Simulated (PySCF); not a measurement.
One of the candidates below gave these computed data.

All candidates are C6H14Si3.

* 1H NMR: chemical shifts (computed TMS as zero) by class: 6.69 (1 H), 6.37 (1 H), 5.94 (1 H), 4.36 (1 H), 4.18 (1 H), 4.01 (3 H), 1.93 (1 H), 0.39 (1 H), 0.25 (3 H), -0.06 (1 H) ppm [GIAO PBE0/pcSseg-1]
* Dipole: 1.27 D [PBE0/pcSseg-1]
* NMR, other nuclei: isotropic shieldings of nuclei other than C and H, by class: 372 (1 Si), 426 (1 Si), 449 (1 Si) ppm [GIAO PBE0/pcSseg-1]
* 13C NMR: chemical shifts (computed TMS as zero) by class: 146.7 (1 C), 138.9 (1 C), 105.7 (1 C), 84.7 (1 C), -5.4 (1 C), -6.8 (1 C) ppm [GIAO PBE0/pcSseg-1]
* Rotational structure: rotational constants A, B, C: 0.846, 0.792, 0.527 GHz [GFN2-xTB]

Gas-phase values; electronic properties from PySCF, density fitting. Levels stand in brackets. One conformer (not necessarily the lowest) at the GFN2-xTB geometry, without solvent, vibrations or thermal averaging. NMR values are class means; diastereotopic atoms form classes of their own.

Task: Which candidate is it?
A. `C[Si@H](C#CC1CC1)[SiH2][SiH3]`
B. `C#C[SiH2][SiH2][SiH2]C1CCC1`
C. `C#C[SiH2][Si@](C)(C=C)C[SiH3]`
D. `C[SiH2]C#C[C@@H]1[SiH2]C[Si@@H]1C`

Result: C. It is `C#C[SiH2][Si@](C)(C=C)C[SiH3]`. Numbering: `[CH:1]#[C:2][SiH2:3][Si@:4]([CH3:5])([CH:6]=[CH2:7])[CH2:8][SiH3:9]`. Its formula, C6H14Si3, gives 3 degrees of unsaturation: 0 rings and 3 π bonds in the structure found. 6 carbons fall into 6 classes; from least to most shielded: alkene CH carbon [C6] (146.7 ppm), terminal =CH2 carbon [C7] (138.9 ppm), terminal alkyne carbon [C1] (105.7 ppm), alkyne carbon [C2] (84.7 ppm), Si-methyl carbon [C5] (-5.4 ppm), sp3 carbon bound to silicon [C8] (-6.8 ppm). Hydrogen classes from least to most shielded: 1 H on an alkene CH carbon, C6 (6.69 ppm), 1 H on a terminal =CH2 carbon, C7 (6.37 ppm), 1 H on a terminal =CH2 carbon, C7 (5.94 ppm), 1 H on an SiH2 silicon, Si3 (4.36 ppm), 1 H on an SiH2 silicon, Si3 (4.18 ppm), 3 H on an SiH3 silicon, Si9 (4.01 ppm), 1 H on a terminal alkyne carbon, C1 (1.93 ppm), 1 H on an sp3 carbon bound to silicon, C8 (0.39 ppm), 3 H on an Si-methyl carbon, C5 (0.25 ppm), 1 H on an sp3 carbon bound to silicon, C8 (-0.06 ppm). The other shieldings belong to: 372 ppm, four-coordinate silicon [Si4]; 426 ppm, SiH3 silicon [Si9]; 449 ppm, SiH2 silicon [Si3]. The optimised geometry has point group C1 and is an asymmetric top.

The others, at the same levels:
- `C#C[SiH2][SiH2][SiH2]C1CCC1` fails: it has 5 carbon classes against 6; its computed 13C shifts are 106.3 (1 C), 84.6 (1 C), 27.1 (2 C), 21.6 (1 C), 17.7 (1 C) ppm, 1H shifts are 4.41 (2 H), 3.97 (2 H), 3.28 (2 H), 2.34 (1 H), 2.31 (2 H), 2.18 (1 H), 2.16 (1 H), 2.08 (2 H), 1.94 (1 H) ppm and rotational constant A is 2.098 GHz (against 0.846 GHz).
- `C[SiH2]C#C[C@@H]1[SiH2]C[Si@@H]1C` fails: its computed 13C shifts are 117.4 (1 C), 80.6 (1 C), 9.5 (1 C), -2.7 (1 C), -3.1 (1 C), -3.7 (1 C) ppm, 1H shifts are 5.18 (1 H), 5.05 (1 H), 4.82 (1 H), 4.47 (1 H), 4.47 (1 H), 2.33 (1 H), 0.63 (1 H), 0.56 (3 H), 0.39 (1 H), 0.24 (3 H) ppm and rotational constant A is 1.616 GHz (against 0.846 GHz).
- `C[Si@H](C#CC1CC1)[SiH2][SiH3]` fails: its computed 13C shifts are 124.7 (1 C), 79.8 (1 C), 11.8 (1 C), 11.6 (1 C), 3.5 (1 C), -0.6 (1 C) ppm, 1H shifts are 4.75 (1 H), 3.44 (3 H), 3.38 (1 H), 3.16 (1 H), 1.37 (1 H), 0.78 (1 H), 0.77 (1 H), 0.76 (1 H), 0.72 (1 H), 0.34 (3 H) ppm and rotational constant A is 1.086 GHz (against 0.846 GHz).

Each candidate is one conformer, not necessarily the lowest. Dipoles, sizes and rotational constants follow the conformer. The torsions of the flexible species, by atom-mapped SMILES:
- `[CH:1]#[C:2][SiH2:3][Si@:4]([CH3:5])([CH:6]=[CH2:7])[CH2:8][SiH3:9]`: C2–Si3–Si4–C5 -166°, Si3–Si4–C6–C7 114°, Si3–Si4–C8–Si9 -67°
- `[CH:1]#[C:2][SiH2:3][SiH2:4][SiH2:5][CH:6]1[CH2:7][CH2:8][CH2:9]1`: C2–Si3–Si4–Si5 58°, Si3–Si4–Si5–C6 178°, Si4–Si5–C6–C7 174°
- `[CH3:1][Si@H:2]([C:3]#[C:4][CH:5]1[CH2:6][CH2:7]1)[SiH2:8][SiH3:9]`: C1–Si2–Si8–Si9 97°
